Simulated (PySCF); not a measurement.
Compound: C₆H₁₅N.
Atom-mapped SMILES: `[CH3:1][N:2]([CH3:3])[C:4]([CH3:5])([CH3:6])[CH3:7]` (hydrogens: H8, H9, H10 on C1; H11, H12, H13 on C3; H14, H15, H16 on C5; H17, H18, H19 on C6; H20, H21, H22 on C7)

The same species was optimised twice, with GFN2-xTB and with PBE0-D3(BJ)/def2-SVP (PySCF), and the same property calculations (PySCF, gas phase) were run on both structures.

| coordinate | GFN2-xTB | PBE0-D3(BJ)/def2-SVP | change |
| --- | --- | --- | --- |
| C1–N2 (Å) | 1.449 | 1.442 | -0.007 |
| N2–C3 (Å) | 1.449 | 1.442 | -0.007 |
| N2–C4 (Å) | 1.470 | 1.476 | +0.006 |
| C4–C7 (Å) | 1.536 | 1.532 | -0.004 |
| C4–C6 (Å) | 1.536 | 1.532 | -0.004 |
| C4–C5 (Å) | 1.539 | 1.537 | -0.002 |
| N2–C4–C5 (°) | 113.9 | 112.8 | -1.1 |
| C1–N2–C3 (°) | 109.4 | 110.5 | +1.1 |
| C3–N2–C4 (°) | 115.4 | 115.9 | +0.5 |
| C1–N2–C4 (°) | 115.4 | 115.9 | +0.5 |
| C5–C4–C7 (°) | 108.9 | 109.3 | +0.4 |
| C5–C4–C6 (°) | 108.9 | 109.3 | +0.4 |
| N2–C4–C7 (°) | 108.7 | 109.0 | +0.3 |
| N2–C4–C6 (°) | 108.7 | 109.0 | +0.3 |
| C1–N2–C4–C5 (°) | -65 | -66 | -1 |

Rotational constants: A = 3141, B = 2305, C = 1926 MHz (GFN2-xTB) against A = 3130, B = 2297, C = 1919 MHz (PBE0-D3(BJ)/def2-SVP). Point groups within 0.08 Å: Cs and Cs.

On the GFN2-xTB structure: HOMO (eV) -5.87 [PBE0/pcSseg-1]; LUMO (eV) 1.40 [PBE0/pcSseg-1]; dipole (D) 0.54 [PBE0/pcSseg-1]; GIAO shielding of C1/C3 (mean) (ppm) 146.7 [PBE0/pcSseg-1]; GIAO shielding of N2 (ppm) 214.8 [PBE0/pcSseg-1]; GIAO shielding of C4 (ppm) 132.7 [PBE0/pcSseg-1]; GIAO shielding of C5/C6/C7 (mean) (ppm) 159.3 [PBE0/pcSseg-1].

What do these properties become on the PBE0-D3(BJ)/def2-SVP structure?

| property | level | on GFN2-xTB | on PBE0-D3(BJ)/def2-SVP | change |
| --- | --- | --- | --- | --- |
| HOMO (eV) | PBE0/pcSseg-1 | -5.87 | -5.84 | +0.03 |
| LUMO (eV) | PBE0/pcSseg-1 | 1.40 | 1.35 | -0.05 |
| dipole (D) | PBE0/pcSseg-1 | 0.54 | 0.47 | -0.07 |
| energy, GFN2-xTB geometry as zero (kcal/mol) | PBE0/pcSseg-1 | 0.0 | -0.5 | -0.5 |
| GIAO shielding of C1/C3 (mean) (ppm) | PBE0/pcSseg-1 | 146.7 | 146.1 | -0.6 |
| GIAO shielding of N2 (ppm) | PBE0/pcSseg-1 | 214.8 | 217.7 | +2.9 |
| GIAO shielding of C4 (ppm) | PBE0/pcSseg-1 | 132.7 | 132.4 | -0.3 |
| GIAO shielding of C5/C6/C7 (mean) (ppm) | PBE0/pcSseg-1 | 159.3 | 157.8 | -1.5 |

The heavy atoms differ by 0.009 Å rms after alignment. Among bonds between heavy atoms C1–N2, N2–C3 and N2–C4 change most and about equally (-0.007 to +0.006 Å). Changes are differences of the printed values. Neither structure is proved a minimum here.

The values belong to the conformer `[CH3:1][N:2]([CH3:3])[C:4]([CH3:5])([CH3:6])[CH3:7]`: C1–N2–C4–C5 -66°.
